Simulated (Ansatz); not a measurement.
`N[Si](Cl)(Cl)Cl` + NH₃ → `N[Si](N)(Cl)Cl` + HCl at 700 K and 1 bar (ligand exchange at the Si–Cl bond).

Computed with Ansatz on PBE0-D4/def2-TZVP structures; ΔE is electronic, products minus reactants. CCSD(T)/CBS is the MP2 limit (def2-TZVPP, def2-QZVPP) plus CCSD(T) − MP2 in def2-TZVPP, frozen cores. This one scheme is used for every species. Each species was taken in one conformer, which may not be the lowest.

```csv
species,CCSD(T)/CBS energy (Eh),H − E (kJ/mol),S (J/(mol·K))
`N[Si](Cl)(Cl)Cl`,-1724.51858,152.8,460.6
NH₃,-56.50880,116.9,226.5
`N[Si](N)(Cl)Cl`,-1320.63830,227.6,464.0
HCl,-460.38127,38.4,211.8
```

H − E and S are ideal-gas, rigid-rotor, harmonic terms from PBE0-D4/def2-TZVP, for one conformer and one mirror image of each species. 1 Eh = 2625.50 kJ/mol, R = 8.31446 J/(mol·K).

Problem. By hand: ΔE, ΔH, ΔS and ΔG.

Solution. ΔE = (-1320.63830) + (-460.38127) − (-1724.51858) − (-56.50880) = 0.00781 Eh = 20.5 kJ/mol. Δ(H − E) = 227.6 + 38.4 − 152.8 − 116.9 = -3.7, so ΔH = 16.8 kJ/mol. ΔS = 464.0 + 211.8 − 460.6 − 226.5 = -11.3 J/(mol·K). ΔG = 16.8 − 700 × (-11.3)/1000 = 24.7 kJ/mol.

Problem. By hand: the equilibrium constant, and the temperature at which ΔG would vanish if ΔH and ΔS stayed fixed.

Solution. log₁₀ K = −ΔG/(RT ln 10) = -1.8. ΔH and −TΔS have one sign here, so there is no such temperature.

TΔS isn't small against ΔH here. A doubt of 5 kJ/mol in ΔE shifts log₁₀ K by 0.4 here. Other conformers and mirror images would add mixing entropy, several J/(mol·K) or more a flexible species. These are equilibria of isolated gas molecules and say nothing of rates. Largest T1 diagnostic: 0.009 (customary marks: 0.02 for closed shells, 0.045 for open ones).

ΔS is within the doubt of such terms, so its sign, and with it that verdict, could turn.
